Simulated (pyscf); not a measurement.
# [H₃C–Ga–NH₂]•, doublet

Gas-phase minimum from PySCF at ωB97X-D3(BJ)/def2-SVP, one conformer. Other isomers of [H₃C–Ga–NH₂]• were not searched in full and may lie lower. 

SMILES: [CH3][Ga][NH2]
```xyz
8

C      0.7378    -0.7886    -0.1642
Ga    -0.0036     0.6126     1.0442
N     -0.9936     0.0456     2.4728
H      0.3179    -0.6774    -1.1760
H      1.8322    -0.6961    -0.2367
H      0.4832    -1.7882     0.2246
H     -1.4251     0.6572     3.1563
H     -1.1774    -0.9310     2.6848
```
Charge 0, spin multiplicity 2.

Bonds (Å): C1–Ga2 1.993, C1–H4 1.101, C1–H5 1.101, C1–H6 1.102, Ga2–N3 1.828, N3–H7 1.014, N3–H8 1.016. Bond angles (°): Ga2–C1–H4 110.1, Ga2–C1–H5 110.5, Ga2–C1–H6 109.7, H4–C1–H5 108.1, H4–C1–H6 109.1, H5–C1–H6 109.2, C1–Ga2–N3 117.2, Ga2–N3–H7 124.8, Ga2–N3–H8 124.0, H7–N3–H8 111.2.

Properties at ωB97X-D3(BJ)/def2-SVP:

```json
{
  "harmonic_wavenumbers_unscaled": "46, 162, 266, 379, 539, 630, 686, 698, 750, 1203, 1431, 1440, 1523, 3062, 3174, 3180, 3604, 3715 cm⁻¹",
  "zero_point_energy": "37.9 kcal/mol",
  "rotational_symmetry_number": "1",
  "Entropy of this conformer at 298 K and 1 atm, rigid rotor and harmonic oscillator, modes under 100 cm⁻¹ raised to 100": "317.1 J/(mol K)",
  "dipole_moment": "0.90 D",
  "Spin expectation value S2": "0.753"
}
```

Single-point totals, which compare only within one level (frozen core for MP2 and CC):

| level | total energy (hartree) |
|---|---|
| ωB97X-D3(BJ)/def2-TZVP | -2020.74674 |
| PBE/def2-TZVP | -2020.32582 |
| r²SCAN/def2-TZVP | -2020.67729 |
| B3LYP-D3(BJ)/def2-TZVP | -2020.80896 |
| PBE0-D3(BJ)/def2-TZVP | -2020.37914 |
| M06-2X/def2-TZVP | -2020.69424 |
| ωB97M-D3(BJ)/def2-TZVP | -2020.79362 |
| UHF/def2-TZVPP | -2018.51119 |
| MP2/def2-TZVPP | -2019.11839 |
| CCSD/def2-TZVPP | -2019.13614 |
| CCSD(T)/def2-TZVPP | -2019.16143 |

The lowest mode is so soft that the shape along it may change with the basis. Soft torsions are taken as harmonic, which can shift the entropy by several J/(mol K). The CCSD(T) − MP2 part came from Ansatz, without density fitting, on the same reference. The frozen core leaves the outer d or s,p core shells of the metals and heavy elements correlated in the MP2 and CC values, and def2-TZVPP describes them poorly, so these totals are far from the basis limit. Elements up to Kr have no core potential and no relativistic terms here.
